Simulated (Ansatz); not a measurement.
`[SiH3]O[SiH](Br)O[SiH3]` + `[OH][InH][SH]` → `[SiH3]O[SiH2]Br` + `[OH][In]([SH])[O][SiH3]`  (redistribution)

Gas-phase electronic energies from Ansatz, PBE0-D4/def2-TZVP geometries. CCSD(T)/CBS adds triple-zeta CCSD(T) − MP2 to the extrapolated MP2 energy (def2 sets, frozen cores). Functionals use def2-TZVPP. B3LYP here is the variant with VWN-RPA as its local correlation; programs differ in this. Elements past krypton have def2 core potentials. For Br, In outer-core shells are correlated without core-valence functions, which leaves a few kJ/mol of doubt a bond. Scalar relativity is left out up to krypton. One conformer a species, not always the lowest.

CCSD(T)/CBS gives +90.7 kJ/mol.

Another level gave +94.1 kJ/mol. Which?
A. PBE/def2-TZVPP
B. r2SCAN/def2-TZVPP
C. HF/def2-TZVPP
D. B3LYP/def2-TZVPP

D. B3LYP 94.1, HF/def2-TZVPP 102.2, PBE 88.2, r2SCAN 98.2 kJ/mol.

Largest T1 diagnostic among the species: 0.016.

The D4 term adds +7.1 kJ/mol with B3LYP and +4.0 kJ/mol with PBE0; it sums over pairs of atoms, weighted by their polarisabilities, and B3LYP, whose exchange is more repulsive, gets the larger term. From PBE to PBE0 (25 % exact exchange), in def2-TZVPP and without D4, ΔE moves by +7.1 kJ/mol.
